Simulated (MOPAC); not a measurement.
Job for MOPAC: PM3 on GeCl, 2S+1 = 2, a spin state set in the input, which need not be the lowest, a point of a bond scan (R = 2.021 Å).

```
PM3 1SCF PRECISE CHARGE=0 UHF MS=0.5 THREADS=1
ClGe

Cl     0.00000000 1     0.00000000 1     0.00000000 1
Ge     0.00000000 1     0.00000000 1     2.02124700 1
```

Output:

```
*******************************************************************************
 **                                                                           **
 **                              MOPAC v23.2.5                                **
 **                                                                           **
 *******************************************************************************
 ** MOPAC's Digital Object Identifier: https://doi.org/10.5281/zenodo.6511958 **
 **                                                                           **
 ** Please cite the open-source release paper for use of this MOPAC version:  **
 ** J. E. Moussa and J. J. P. Stewart (2026)                                  **
 ** MOPAC: An open-source semiempirical molecular orbital program             **
 ** J. Open Source Softw., 11(119), 8025, https://doi.org/10.21105/joss.08025 **
 *******************************************************************************

                              PM3 CALCULATION RESULTS

 *******************************************************************************
 *  PM3        - The PM3 Hamiltonian to be used
 *  UHF        - UNRESTRICTED HARTREE-FOCK CALCULATION
 *
 *
 *
 *                 CHARGE ON SYSTEM = 0
 *
 *
 *
 *  MS=        - IN MECI, MAGNETIC COMPONENT OF SPIN =  0.5
 *  PRECISE    - TIGHTER CRITERIA TO BE USED
 *  1SCF       - DO 1 SCF AND THEN STOP
 *  THREADS=1  - MULTI-THREADING NOT USED
 *  T=         - A TIME OF 172800.0 SECONDS REQUESTED
 *  DUMP=N     - RESTART FILE WRITTEN EVERY 7200.0 SECONDS REQUESTED
 *******************************************************************************
PM3 1SCF PRECISE CHARGE=0 UHF MS=0.5 THREADS=1
 ClGe

   ATOM   CHEMICAL          X               Y               Z
  NUMBER   SYMBOL      (ANGSTROMS)     (ANGSTROMS)     (ANGSTROMS)

     1      Cl          0.00000000  *   0.00000000  *   0.00000000  *
     2      Ge          0.00000000  *   0.00000000  *   2.02124700  *



          CARTESIAN COORDINATES

    NO.       ATOM           X           Y           Z

     1        Cl          0.0000      0.0000      0.0000
     2        Ge          0.0000      0.0000      2.0212

 Cl: (PM3): J. J. P. STEWART, J. COMP. CHEM. 10, 209 (1989).
 Ge: (PM3): J. J. P. STEWART, J. COMP. CHEM. 12, 320-341 (1991).

           Empirical Formula: Cl Ge  =     2 atoms



      MOLECULAR POINT GROUP   :   C*v


          UHF CALCULATION, NO. OF ALPHA ELECTRONS =    6
                           NO. OF BETA  ELECTRONS =    5

 -------------------------------------------------------------------------------
 PM3 1SCF PRECISE CHARGE=0 UHF MS=0.5 THREADS=1
 ClGe



     1SCF WAS SPECIFIED, SO BFGS WAS NOT USED
     SCF FIELD WAS ACHIEVED


                              PM3 CALCULATION
                                                       MOPAC v23.2.5 Linux




          FINAL HEAT OF FORMATION =         29.50247 KCAL/MOL =     123.43834 KJ/MOL


          COSMO AREA              =         93.77 SQUARE ANGSTROMS
          COSMO VOLUME            =         81.39 CUBIC ANGSTROMS

          IONIZATION POTENTIAL    =          9.398158 EV
          ALPHA SOMO LUMO (EV)    =         -9.601 -2.811
          BETA  SOMO LUMO (EV)    =         -9.398 -3.474
          NO. OF ALPHA ELECTRONS  =          6
          NO. OF BETA  ELECTRONS  =          5
          MOLECULAR WEIGHT        =        108.0430         POINT GROUP:  C*v

          MOLECULAR DIMENSIONS (Angstroms)

            Atom       Atom       Distance
           Ge     2   Cl     1     2.02125
           Ge     2   Cl     1     0.00000
           Cl     1   Ge     2     0.00000


          SCF CALCULATIONS        =          1





   ATOM   CHEMICAL          X               Y               Z
  NUMBER   SYMBOL      (ANGSTROMS)     (ANGSTROMS)     (ANGSTROMS)

     1      Cl          0.00000000  *   0.00000000  *   0.00000000  *
     2      Ge          0.00000000  *   0.00000000  *   2.02124700  *

                             CARTESIAN COORDINATES

   1   Cl        0.000000000     0.000000000     0.000000000
   2   Ge        0.000000000     0.000000000     2.021247000


           Empirical Formula: Cl Ge  =     2 atoms



      MOLECULAR POINT GROUP   :   C*v


          ALPHA EIGENVALUES
 -55.34442 -13.27022 -12.46423 -12.19447  -9.92673  -9.60055  -2.81088   2.60960


           BETA EIGENVALUES
 -54.65019 -13.12284 -12.08625 -11.25417  -9.39816  -3.47376  -2.53289   3.57322


              NET ATOMIC CHARGES AND DIPOLE CONTRIBUTIONS

  ATOM NO.   TYPE          CHARGE      No. of ELECS.   s-Pop       p-Pop
    1         Cl           0.016995        6.9830     1.97037     5.01263
    2         Ge          -0.016995        4.0170     0.10649     3.91051
 DIPOLE           X         Y         Z       TOTAL
 POINT-CHG.     0.000     0.000    -0.165     0.165
 HYBRID         0.000     0.000     2.285     2.285
 SUM            0.000     0.000     2.120     2.120


          ATOMIC ORBITAL ELECTRON POPULATIONS

     Atom    s        px        py        pz
    1 Cl   1.97037   2.00000   1.74735   1.26528
    2 Ge   0.10649   2.00000   1.25265   0.65786


                    (SZ)    =    0.500000
                    (S**2)  =    0.751850


          ATOMIC ORBITAL SPIN POPULATIONS

    Atom   Total    s     px     py     pz
         Atomic
    1 Cl  0.2141  0.002  0.000  0.253 -0.041
    2 Ge  0.7859  0.008  0.000  0.747  0.031

 **********************
 *                    *
 * JOB ENDED NORMALLY *
 *                    *
 **********************




 == MOPAC DONE ==
```

The run finished.

Cost: around 0.020 core-seconds (rough).
